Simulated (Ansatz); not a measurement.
Species: C4H2BrSe, net charge 0, doublet state. It need not be the lowest isomer of its formula. 
Coordinates optimised at B3LYP-D3(BJ)/def2-TZVP (Ansatz, an electronic-structure program):
SMILES: Brc1[c]cc[se]1
```xyz
8

Br     1.9654    -0.4495     0.2715
C      0.1080    -0.4838     0.0149
C     -0.7117    -1.5266    -0.0984
C     -2.0990    -1.3315    -0.2900
C     -2.4292    -0.0122    -0.3356
Se    -0.9344     1.1052    -0.1290
H     -2.8157    -2.1336    -0.3891
H     -3.4109     0.4135    -0.4712
```
Charge 0, spin multiplicity 2.

Total electronic energies in hartree. Valence correlation only, unless marked. UHF or UKS for open shells. Spin-orbit coupling is left out. The frozen core is the preceding noble-gas configuration, with the filled d and f shells of earlier blocks. Non-relativistic. CBS(X,Y): correlation extrapolated as X^-3; Hartree-Fock from the larger set. The bracket is a focal-point correction in the basis named.

The UHF reference is spin-contaminated (<S^2> 0.46 over the pure value in the largest basis). 

```
level                                                     program  energy (Eh)
-------------------------------------------------  --------------  -----------
HF/STO-3G                                                  Ansatz  -5068.92209
r2SCAN-D3(BJ)/def2-TZVPD                           Ansatz + dftd3          ___
PBE0/def2-SVP                                              Ansatz  -5127.74398
CAM-B3LYP-D4/def2-TZVPD                            Ansatz + dftd4          ___
SCS-MP2/6-31G*                                             Ansatz  -5124.83425
SCS-MP2/cc-pVQZ                                            Ansatz  -5125.87572
CCSD(T)/6-31G*                                             Ansatz  -5124.95764
RI-MP2/CBS(cc-pVTZ,cc-pVQZ)+[CCSD(T)-MP2]/cc-pVQZ          Ansatz   -5126.0502
CCSD(T)/CBS(cc-pVTZ,cc-pVQZ)                               Ansatz   -5126.0479
```

Question: Complete the blanks.

Answer: 
- r2SCAN-D3(BJ)/def2-TZVPD, energy (Eh): -5129.17588
- CAM-B3LYP-D4/def2-TZVPD, energy (Eh): -5129.44531
